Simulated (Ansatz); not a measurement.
Reaction: H4SiO (hydroxysilane, SMILES O[SiH3]) → H3SiO (SMILES O[SiH2], doublet) + H (doublet) (the H-Si bond breaks)
Each species at its own B3LYP-D3(BJ)/def2-TZVP minimum (Ansatz, a program for electronic structure).

Wanted: bond dissociation energy (electronic), in kJ/mol. Radicals and triplets start from unrestricted determinants; spin-orbit coupling is neglected. CBS(X,Y): correlation extrapolated as X^-3, Hartree-Fock from the larger set (Q,5: extrapolated as (X+1)exp(-9√X)). A bracket is a step between two methods taken in the basis named. The functionals are non-relativistic, so their misses hold any scalar relativity. Double hybrids freeze cores in their MP2 part. '+ core + X2C': CCSD(T) terms for core correlation (cc-pwCVTZ, 1s frozen past Ne) and scalar relativity (cc-pVTZ-DK). Where a partner has so few electrons that a lower coupled-cluster level is exact, that level stands in.

CCSD(T)/CBS(cc-pV(Q+d)Z,cc-pV(5+d)Z) + [CCSDT(Q) - CCSD(T)]/cc-pV(T+d)Z + core + X2C (Ansatz) gives 408.6 kJ/mol.

Task: How far off this value is PBE/def2-TZVPD (Ansatz), in which direction, and which of these levels come nearer: r2SCAN/def2-TZVPD, B3LYP/def2-TZVPD, PBE0/def2-TZVPD, wB97M-V/def2-TZVPD, B2PLYP/def2-TZVPD, CCSD(T)/CBS(cc-pV(Q+d)Z,cc-pV(5+d)Z) + core + X2C?

Result: PBE gives 378.1 kJ/mol, 30.5 kJ/mol below it. Differences of the others: r2SCAN/def2-TZVPD (Ansatz) -22.6; B3LYP/def2-TZVPD (Ansatz) -10.6; PBE0/def2-TZVPD (Ansatz) -23.6; wB97M-V/def2-TZVPD (Ansatz) -0.4; B2PLYP/def2-TZVPD (Ansatz) -11.2; CCSD(T)/CBS(cc-pV(Q+d)Z,cc-pV(5+d)Z) + core + X2C (Ansatz) 0.4 kJ/mol. Nearer than PBE: r2SCAN/def2-TZVPD, B3LYP/def2-TZVPD, PBE0/def2-TZVPD, wB97M-V/def2-TZVPD, B2PLYP/def2-TZVPD, CCSD(T)/CBS(cc-pV(Q+d)Z,cc-pV(5+d)Z) + core + X2C.
